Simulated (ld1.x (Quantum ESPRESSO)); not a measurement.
## Building the TM potential for lithium (LDA (PZ), scalar-relativistic).

lithium, norm-conserving Troullier–Martins (Kleinman–Bylander form), made with ld1.x (Quantum ESPRESSO) 7.5 (LDA (PZ), scalar-relativistic). Core [He], reference 2s0 2p1. Waves: 2p (bound): rc 4.20 bohr; 3d channel at 0.45 Ry: rc 3.35 bohr; 2s (bound, empty): rc 2.95 bohr. Local part: the s channel. Core correction: none.

Results:

```json
{"Cutoffs needed": "6 Ry and 6 Ry (the cutoffs (Ry, on a coarse ladder) from which the occupation-weighted sum of valence levels, in a spherical-Bessel basis at the reference potential, stays within 10 and 1 mRy of its value at 400 Ry)", "Ghost test": "no extra level below or beside the all-electron valence levels (p, d, s, f tested) (spherical-Bessel basis up to 400 Ry, 20 bohr box)", "Largest excitation error": "+3.0 meV (all-electron minus pseudo) for 2s0.5 2p0, out of 2 test configurations"}
```

Generation and tests took about 0.62 s on one core of a shared server CPU.
